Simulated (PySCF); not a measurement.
AlF2H4NO2Si, SMILES [OH][Al]([OH])[NH][SiH](F)F.

Geometry optimised at B3LYP-D3(BJ)/def2-SVP. The structure was generated by enumeration; whether it is a known compound was not checked. Other conformers were not sampled.

The numbers are results of PySCF with B3LYP/def2-TZVP, not measurements.

Symmetry labels are those of the subgroup Cs that the program uses (full group Cs).

Computed valence orbital energies around the gap with their symmetry:
| orbital | symmetry | energy (eV) |
|---|---|---|
| HOMO−7 | A" | -11.23 |
| HOMO−6 | A' | -11.16 |
| HOMO−5 | A' | -10.08 |
| HOMO−4 | A' | -9.59 |
| HOMO−3 | A" | -9.59 |
| HOMO−2 | A' | -9.47 |
| HOMO−1 | A" | -9.01 |
| HOMO | A" | -8.20 |
| LUMO | A' | -0.97 |
| LUMO+1 | A" | 0.44 |
| LUMO+2 | A' | 0.63 |
| LUMO+3 | A' | 1.05 |
